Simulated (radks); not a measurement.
Values are calculated unless marked as measured or tabulated.
Species: Cs2+. Configuration: [Kr] 4d10 5s1.75 5p5 5d0.25 (fractional occupations, a model configuration). Code: a radial shooting solver on a logarithmic mesh with Libxc functionals. Model: non-relativistic Kohn-Sham, TASK exchange with Perdew-Wang LDA correlation, spin-unpolarised, spherical densities, point nucleus; meta-GGA in the generalised Kohn-Sham scheme; relativity is left out, which matters for an element this heavy.

Unscreened Slater integrals over Kohn-Sham orbitals (hartree).

\begin{tabular}{lr}
integral & value \\ \hline
F0(5d,5d) & 0.33183 \\
F2(5d,5d) & 0.17374 \\
F4(5d,5d) & 0.11572 \\
F0(5d,5p) & 0.37719 \\
F2(5d,5p) & 0.18769 \\
G1(5d,5p) & 0.22329 \\
G3(5d,5p) & 0.13910 \\
F0(5d,5s) & 0.38916 \\
G2(5d,5s) & 0.15228 \\
F0(5d,4d) & 0.43352 \\
F2(5d,4d) & 0.088702 \\
F4(5d,4d) & 0.037961 \\
G0(5d,4d) & 0.021079 \\
G2(5d,4d) & 0.025051 \\
G4(5d,4d) & 0.020474 \\
F0(5p,5p) & 0.45188 \\
F2(5p,5p) & 0.24497 \\
F0(5p,5s) & 0.47507 \\
G1(5p,5s) & 0.32524 \\
F0(5p,4d) & 0.56454 \\
F2(5p,4d) & 0.15752 \\
G1(5p,4d) & 0.045565 \\
G3(5p,4d) & 0.043880 \\
F0(5s,5s) & 0.50344 \\
F0(5s,4d) & 0.61982 \\
G2(5s,4d) & 0.062818 \\
F0(4d,4d) & 1.0854 \\
F2(4d,4d) & 0.55236 \\
F4(4d,4d) & 0.36848 \\
\end{tabular}

Derived for the open shells (J is the average intra-shell exchange parameter used in DFT+U). 5p: J = F2/5 = 0.04899 hartree. 5d: Racah B = F2/49 - 5 F4/441 = 0.002234 hartree, C = 35 F4/441 = 0.009184 hartree, C/B = 4.11, F4/F2 = 0.666, J = (F2 + F4)/14 = 0.02068 hartree.
